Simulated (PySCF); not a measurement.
This script is equivalent to a calculation on Zn²⁺ (zinc, charge +2).

```python
from pyscf import gto, scf, dft, mp, cc
import basis_set_exchange as bse
mol = gto.M(atom="Zn 0 0 0", charge=2, spin=0, symmetry="D2h",
            basis=gto.basis.parse(bse.get_basis("def2-SVP", elements=["Zn"], fmt="nwchem", header=False)))
mf = dft.UKS(mol, xc="TPSS")
mf.irrep_nelec = {'Ag': (5, 5), 'B1g': (1, 1), 'B2g': (1, 1), 'B3g': (1, 1), 'B1u': (2, 2), 'B2u': (2, 2), 'B3u': (2, 2)}
mf.kernel()
```

**Question.** What total energy does it give?

**Answer.** -1778.160 hartree (calculated).

**Question.** Which occupied shell lies highest, and where?

**Answer.** 3d, at -30.424 eV.
